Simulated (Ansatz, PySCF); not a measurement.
The PySCF input:
```python
from pyscf import gto, scf, dft

mol = gto.Mole()
mol.atom = '''
    C     1.030450    1.685800    0.870273
    Si    0.182944    0.275549    0.008257
    O     1.132189   -0.725258   -0.859104
    C     2.216733   -1.447178   -0.358326
    O    -0.819676    0.687461   -1.203402
    C    -1.891260    1.576890   -1.106908
    O    -0.542000   -0.456212    1.284703
    C    -1.315943   -1.626012    1.264719
    H     1.166940    1.730786    1.934805
    H     1.440714    2.512742    0.319457
    H     3.085688   -0.795124   -0.237245
    H     2.455972   -2.233853   -1.075167
    H     1.986705   -1.896434    0.610935
    H    -2.504232    1.370223   -0.226123
    H    -2.499354    1.467256   -2.005665
    H    -1.530063    2.606170   -1.039749
    H    -0.765239   -2.455161    0.814174
    H    -2.236416   -1.474623    0.695513
    H    -1.565929   -1.874584    2.297351
'''
mol.basis = 'sto-3g'
mol.charge = 0
mol.spin = 1
mol.verbose = 4
mol.build()

mf = dft.UKS(mol)
mf.xc = 'pbe0'
mf.grids.atom_grid = (99, 590)
mf.grids.prune = None
mf.kernel()
```

Task: Give the equivalent Ansatz (an electronic-structure program) input.

Result: One answer among several that fit: 
Ansatz 0.2 input:
```yaml
crystal:
  periodic: [false, false, false]
  atoms:
    - {symbol: C, position_ang: [1.03045024, 1.68579976, 0.87027302]}
    - {symbol: Si, position_ang: [0.18294435, 0.27554884, 0.00825667]}
    - {symbol: O, position_ang: [1.13218947, -0.72525837, -0.85910410]}
    - {symbol: C, position_ang: [2.21673348, -1.44717844, -0.35832603]}
    - {symbol: O, position_ang: [-0.81967614, 0.68746114, -1.20340225]}
    - {symbol: C, position_ang: [-1.89125988, 1.57688966, -1.10690799]}
    - {symbol: O, position_ang: [-0.54199962, -0.45621218, 1.28470314]}
    - {symbol: C, position_ang: [-1.31594304, -1.62601236, 1.26471867]}
    - {symbol: H, position_ang: [1.16693950, 1.73078585, 1.93480539]}
    - {symbol: H, position_ang: [1.44071395, 2.51274235, 0.31945746]}
    - {symbol: H, position_ang: [3.08568779, -0.79512441, -0.23724464]}
    - {symbol: H, position_ang: [2.45597185, -2.23385302, -1.07516706]}
    - {symbol: H, position_ang: [1.98670461, -1.89643351, 0.61093454]}
    - {symbol: H, position_ang: [-2.50423218, 1.37022289, -0.22612304]}
    - {symbol: H, position_ang: [-2.49935362, 1.46725632, -2.00566521]}
    - {symbol: H, position_ang: [-1.53006294, 2.60617048, -1.03974900]}
    - {symbol: H, position_ang: [-0.76523937, -2.45516053, 0.81417387]}
    - {symbol: H, position_ang: [-2.23641581, -1.47462281, 0.69551334]}
    - {symbol: H, position_ang: [-1.56592907, -1.87458397, 2.29735052]}
basis:
  gaussian:
    orbitals: STO-3G
hamiltonian:
  xc: pbe0
magnetization: {spin_polarized: true, initial_magnetization: 1}
accuracy: high
```

Both were run: PySCF gave -665.295300 Eh and Ansatz -665.295300 Eh, 0.001 mEh apart.
